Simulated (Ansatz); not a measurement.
Job for Ansatz (a quantum-chemistry and plane-wave program): R-CAM-B3LYP/def2-TZVPP on Cl4Ga2.

Ansatz 0.2 input:
```yaml
crystal:
  periodic: [false, false, false]
  atoms:
    - {symbol: Ga, position_ang: [0.40654084, 0.40657866, 0.40657866]}
    - {symbol: Cl, position_ang: [1.63955106, 1.63943512, 1.63943512]}
    - {symbol: Cl, position_ang: [1.41191082, -1.01420324, -1.01420324]}
    - {symbol: Cl, position_ang: [-1.01430324, 1.41186086, -1.01422777]}
    - {symbol: Cl, position_ang: [-1.01430324, -1.01422778, 1.41186086]}
    - {symbol: Ga, position_ang: [-1.42919624, -1.42924363, -1.42924363]}
basis:
  gaussian:
    orbitals: def2-TZVPP
hamiltonian:
  xc: {name: CAM-B3LYP}
scf: {lower_state_search: off}
```

Output:

```
WARN ansatz: RAYON_NUM_THREADS=4 ignored (pool sized by the plan → 4); use --threads N
Functional definition: CAM-B3LYP
these checks for a lower state are left out or cut short: stability, starts, cluster_reference, orbital_swaps, neighbouring_geometries, increment
integrals: 0.49 GiB planned
2058 factors; their error is unknown
integrals: 0.52 GiB planned
346 factors; integrals over basis functions are off by at most 1.1e-5 eV
mean field: 3.67 GiB planned
mean field evaluation 1: about -154860.4719 eV, gradient 3.8e1 eV
mean field evaluation 2: about -154860.3705 eV, gradient 4.8e1 eV
mean field evaluation 4: about -154862.8882 eV, gradient 9.6e-1 eV
mean field evaluation 8: about -154862.8882 eV, gradient 1.8e-2 eV
mean field evaluation 16: about -154863.2570 eV, gradient 1.9e-5 eV
mean field -154863.25704764 eV, -5691.1197264152 hartree, gradient 8.2e-6 eV, S^2 0.000000; 0 other end points of the search recorded, 0 dependent functions left out
reference -154863.25719032 eV, -5691.1197316585 hartree; 65, 65 occupied and 199, 199 virtual orbitals, 2058 factors
Total energy: -154863.25719032 eV, -5691.1197316585 hartree
Checks for a lower state left out: stability, starts, cluster_reference, orbital_swaps, neighbouring_geometries, increment
```

Self-consistency was reached.

Cost: around 19 core-seconds (rough).
